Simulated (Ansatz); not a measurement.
Ansatz (a first-principles code) input (B3LYP/6-31G**): The .json file is the Basis Set Exchange's 6-31G**.

Ansatz 0.2 input:
```yaml
crystal:
  periodic: [false, false, false]
  atoms:
    - {symbol: B, position_ang: [-0.63997600, -0.46592100, -0.04260000]}
    - {symbol: Br, position_ang: [-0.74773800, 1.20691800, -0.91323500]}
    - {symbol: Br, position_ang: [0.83916300, -1.14035800, 0.91932100]}
basis:
  gaussian:
    orbitals: 6-31G__.json
hamiltonian:
  xc: {name: B3LYP}
magnetization: {spin_polarized: true, initial_magnetization: 1}
output: {forces: true}
```

Output:

```
Functional definition: B3LYP
integrals: 0.03 GiB planned
805 factors; integrals over basis functions are off by at most 7.9e-4 eV
mean field: 0.63 GiB planned
mean field evaluation 1: about -140753.5536 eV, gradient 5.6e0 eV
mean field evaluation 2: about -140753.7512 eV, gradient 2.1e0 eV
mean field evaluation 4: about -140753.7821 eV, gradient 4.7e-1 eV
mean field evaluation 8: about -140753.7891 eV, gradient 1.1e-2 eV
mean field evaluation 16: about -140753.7891 eV, gradient 2.1e-5 eV
mean field -140753.78914050 eV, -5172.6063445685 hartree, gradient 1.9e-5 eV, S^2 0.752657; 0 other end points of the search recorded, 0 dependent functions left out
the calculation of the forces begins
reference -140753.78933539 eV, -5172.6063517305 hartree; 38, 37 occupied and 47, 48 virtual orbitals, 805 factors
Total energy: -140753.78933539 eV, -5172.6063517305 hartree
Atom 0 at    -0.639976    -0.465921    -0.042600 Å, force    -0.164110    -0.119476    -0.010924 eV/Å
Atom 1 at    -0.747738     1.206918    -0.913235 Å, force    -0.020474     0.211394    -0.112938 eV/Å
Atom 2 at     0.839163    -1.140358     0.919321 Å, force     0.184583    -0.091918     0.123862 eV/Å
Dipole moment:     0.041170     0.029973     0.002740 e Å
```

The geometry given is a B3LYP-D3(BJ)/def2-TZVP minimum.
